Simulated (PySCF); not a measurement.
Stretching Rb2

Set-up: basis Rb def2-SVPD with ECP28; scalar-relativistic core potentials; PySCF 2.14. Energies in eV from Rb + Rb in their ground configurations at the same level. All curves are PBE0. state 1: ¹Σg⁺ (singlet), closed shell; state 2: ³Σu⁺ (triplet), unpaired electrons σ ↑↑, a second solution, started from another occupation; state 3: triplet, unpaired electrons σ ↑, π ↑, a second solution, started from another occupation; state 4: Ms = 0 determinant of mixed spin (⟨S²⟩ near 1.0), unpaired electrons σ ↑, π ↓, a second solution, started from another occupation.

```tsv
R (Å)	state 1	state 2	state 3	state 4
3.701	-0.3313	0.4246	0.8388	1.0921
3.874	-0.3919	0.3250	0.7789	1.0250
4.046	-0.4282	0.2446	0.7412	0.9803
4.175	-0.4421	0.1949	0.7249	0.9590
4.304	-0.4464	0.1529	0.7175	0.9466
4.433	-0.4425	0.1176	0.7176	0.9417
4.605	-0.4268	0.0795	0.7276	0.9453
4.821	-0.3941	0.0438	0.7531	0.9626
5.079	-0.3413	0.0146	0.7976	0.9976
5.423	-0.2743	-0.0076	0.8723	1.0599
```

Problem. Put a parabola through the three lowest points of the state 1 curve and estimate Re, k and ωe (reduced mass 42.46 u; 1 eV/Å² = 0.16022 mdyn/Å; ωe = 1302.8·√(k/μ) cm⁻¹).

Solution. Through R = 4.175, 4.304, 4.433 Å the second-order coefficient is 0.246 eV/Å², so Re ≈ 4.307 Å, k ≈ 0.0789 mdyn/Å and ωe ≈ 56 cm⁻¹. A polynomial fit of higher order to the unrounded PBE0 energies gives Re = 4.304 Å, k = 0.0784 mdyn/Å, ωe = 56.0 cm⁻¹; anharmonicity and rounding make the difference.

The higher-order fit for each curve: state 1: Re = 4.304 Å, ωe = 56.0 cm⁻¹, De = 0.446 eV; state 3: Re = 4.366 Å, ωe = 51.9 cm⁻¹, minimum 0.72 eV above the ground-state fragments; state 4: Re = 4.462 Å, ωe = 49.1 cm⁻¹, minimum 0.94 eV above the ground-state fragments. State 2 gave no clean fit.

Closed-shell solutions of metal pairs were not tested for spin polarisation, which can lower them a little. ⟨S²⟩ of the unrestricted solution departs from its pure value on part of the curve, where spin states mix. Counting both spins, an empty level lies below a filled one in some of these solutions, because spin and occupation are held.
